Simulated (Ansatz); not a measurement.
Basis-set series for GeH8OSi2, SMILES `[OH][GeH]([SiH3])[SiH3]`. Total charge 0; spin multiplicity 1. Geometry: relaxed with PBE0-D4/def2-TZVP. It is one conformer, not always the lowest.

```xyz
12

O    -2.018   -0.573    0.512
Ge   -0.529    0.413    0.296
Si    1.058   -0.592    1.760
Si    0.119    0.376   -2.007
H    -2.766   -0.210    0.034
H    -0.838    1.871    0.722
H     2.337    0.162    1.662
H     1.295   -2.000    1.350
H     0.576   -0.556    3.165
H    -1.013    0.829   -2.862
H     0.502   -1.003   -2.409
H     1.277    1.284   -2.223
```

```json
{"functional": "PBE0-D4", "basis": "def2-SVP", "functions": "122", "energy (Eh)": "-2734.94384", "HOMO (eV)": "-7.52", "LUMO (eV)": "-0.46"}
{"functional": "PBE0-D4", "basis": "def2-TZVPP", "functions": "275", "energy (Eh)": "-2735.50907", "HOMO (eV)": "-7.58", "LUMO (eV)": "-0.68"}
{"functional": "ωB97M-V", "basis": "def2-SVP", "functions": "122", "energy (Eh)": "-2735.31602", "HOMO (eV)": "-9.51", "LUMO (eV)": "1.40"}
{"functional": "ωB97M-V", "basis": "def2-TZVPP", "functions": "275", "energy (Eh)": "-2735.88631", "HOMO (eV)": "-9.59", "LUMO (eV)": "1.07"}
```

Problem. Give the rows for def2-QZVPP. (Best estimate.)

Solution. Ansatz gave: 
```json
{"functional": "PBE0-D4", "basis": "def2-QZVPP", "functions": "526", "energy (Eh)": "-2735.57831", "HOMO (eV)": "-7.60", "LUMO (eV)": "-0.78"}
{"functional": "ωB97M-V", "basis": "def2-QZVPP", "functions": "526", "energy (Eh)": "-2735.95289", "HOMO (eV)": "-9.61", "LUMO (eV)": "0.85"}
```

Positive LUMOs are unbound and depend on the basis. Scalar relativity is left out up to krypton.
